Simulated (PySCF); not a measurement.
# Bond length, frequency and bond energy of CaIn⁺ by level of theory

State: ¹Σ⁺ (singlet), closed shell. Set-up: PySCF, scalar-relativistic core potentials, basis sets Ca def2-SVP, In def2-SVP with ECP28. De refers to Ca + In⁺ in their ground configurations, without counterpoise correction. A positive dipole points towards In; it is taken about the centre of mass and depends on that origin.

```
      Level  Re (Å)  ωe (cm⁻¹)  De (eV)  μ (D)
    RHF-MP2   3.695        108     1.06    n/a
RHF-SCS-MP2   3.728        104     1.00    n/a
   RHF-CCSD   3.698        108     1.07    n/a
RHF-CCSD(T)   3.687        109     1.13    n/a
        PBE   3.653        105     1.35  -6.68
     PBEsol   3.599        110     1.43  -6.84
     revPBE   3.696        102     1.28  -6.79
       BP86   3.645        105     1.32  -6.60
     r²SCAN   3.618        112     1.40  -7.43
       PBE0   3.645        109     1.29  -7.06
      HSE06   3.638        109     1.33  -7.07
```

Task: Which functional lies closest to RHF-CCSD(T) in De, which farthest, and by how much do they differ from it?

Result: Closest is revPBE (+0.9 pm in Re, -6.4 % in ωe, +0.15 eV in De against RHF-CCSD(T) in the same basis), farthest PBEsol (-8.8 pm in Re, +0.9 % in ωe, +0.30 eV in De). CCSD(T) converges more slowly with the basis than the functionals do and binds too weakly in this one, so the order can change at the basis-set limit.

Task: What does a quarter of exact exchange do here, going from PBE to PBE0?

Result: PBE0 less PBE: -0.8 pm in Re, +3.8 % in ωe, -0.06 eV in De. Exact exchange removes part of the self-interaction that spreads semilocal densities, and in most molecules shortens and stiffens the bond and lowers De; so it does here.

Task: What does the step from GGA to meta-GGA do here, going from PBE to r²SCAN?

Result: r²SCAN less PBE: -3.5 pm in Re, +6.7 % in ωe, +0.05 eV in De. 

Correlated steps freeze 9 core orbitals. Closed-shell solutions of metal pairs were not tested for spin polarisation, which can lower them a little. Correlated levels converge slowly with the basis: in double zeta they bind strong bonds too weakly, by up to about 1 eV, and carry superposition errors of some tenths. Spin–orbit coupling is left out. For an ion De counts to the pair picked by the measured ionisation energies or electron affinities, which need not be the lowest pair at this level.

The whole job (state search and all levels along the bond) took about 2.8 min on 1 thread of Arm Neoverse N1 (shared host), peak memory 0.61 GiB.
